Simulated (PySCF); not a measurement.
# Core binding energy against partial charge

Species: C4H8OSi2.
Structure used (PBE0-D3(BJ)/def2-SVP), in Å, numbered top down from 1:
```
atom  x, y, z in Å
C1    -3.2967    1.3087   -0.7134
C2    -2.6575    0.6623    0.0957
Si3   -1.6696   -0.3089    1.3006
O4    -0.2478   -0.7898    0.6147
Si5    0.7373   -0.7468   -0.7250
C6     2.4003   -0.0998   -0.1958
C7     2.6683    0.2488    1.0674
H8    -3.8669    1.8732   -1.4302
H9    -1.3822    0.5448    2.4862
H10   -2.4531   -1.5061    1.7098
H11    0.8577   -2.1292   -1.2775
H12    0.1330    0.1290   -1.7751
H13    3.1937    0.0001   -0.9490
H14    3.6485    0.6306    1.3735
H15    1.9089    0.1630    1.8525
```

Binding energies: delta-SCF UKS SCAN, pcX-2 on the ionised atom, pcseg-1 elsewhere, spin-free X2C in PySCF. Charges: PBE0/pcSseg-1 ground-state density, for the ionised atom.

| atom | environment | C 1s (eV) | Mulliken (e) | IAO (e) | Hirshfeld (e) | ESP (e) |
| --- | --- | --- | --- | --- | --- | --- |
| C6 | alkene CH carbon | 290.13 | -0.497 | -0.451 | -0.145 | -0.335 |
| C2 | alkyne carbon | 290.38 | -0.222 | -0.359 | -0.158 | -0.154 |
| C7 | terminal =CH2 carbon | 290.48 | -0.174 | -0.263 | -0.078 | -0.284 |
| C1 | terminal alkyne carbon | 290.71 | -0.174 | -0.170 | -0.074 | -0.346 |

Q: Give the correlation coefficient and slope of binding energy on charge for each scheme.

A: IAO: r = 0.99, slope 2.0 eV per e; Mulliken: r = 0.87, slope 1.4 eV per e; Hirshfeld: r = 0.77, slope 4.2 eV per e; ESP: r = -0.12, slope -0.3 eV per e. IAO charges have the highest r, on only 4 points.

Q: The point-charge model writes a binding energy as kq + V + constant, with V the potential of the other atoms' charges at the site. What does it give with the ESP charges?

A: V = Σ 14.40 eV Å × q/r over all other atoms: +3.31 eV at C6, +0.29 eV at C2, +2.61 eV at C7, +3.55 eV at C1. Fitting binding energy − V to q gives k = 16.6 eV per e and leaves an rms residual of 0.19 eV, against 0.21 eV for the fit on q alone. The model has no term for differences in relaxation between sites.

The unrestricted hole states depart most from a pure doublet (⟨S²⟩ = 0.75; over 0.85 named) for C 1s of C2 (0.87) and C 1s of C1 (0.86), which makes these values less certain. One conformer (not necessarily the lowest) at the PBE0-D3(BJ)/def2-SVP geometry, without solvent, vibrations or thermal averaging.
